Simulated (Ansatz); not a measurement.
Basis-set extrapolation for C2H8BFSi (`BC[SiH](C)F`) (PBE0-D4/def2-TZVP geometry, frozen core, Ansatz). Multiplicity 1, RHF reference.

```tsv
	def2-TZVPP	def2-QZVPP
HF	-493.622907	-493.642121
MP2 correlation	-0.827257	-0.889730
CCSD(T) correlation	-0.908976	not run
```

Energies in hartree. Use E(X) = E(∞) + A·exp(−7.88·√X) for Hartree–Fock and E(X) = E(∞) + B·X^(−2.97) for correlation, with X = 3 and 4, and add CCSD(T) minus MP2 of the smaller set to the MP2 limit.

Problem. What is the CCSD(T) energy at the basis-set limit?

Solution. HF limit: -493.642121 + (-0.019214) × 0.13774 = -493.64477. MP2 limit: -0.889730 + (-0.062473) × 0.74074 = -0.93601. Higher-order term: -0.908976 − (-0.827257) = -0.08172. Total: -494.66250 hartree, 3.55 eV below CCSD(T)/def2-TZVPP.
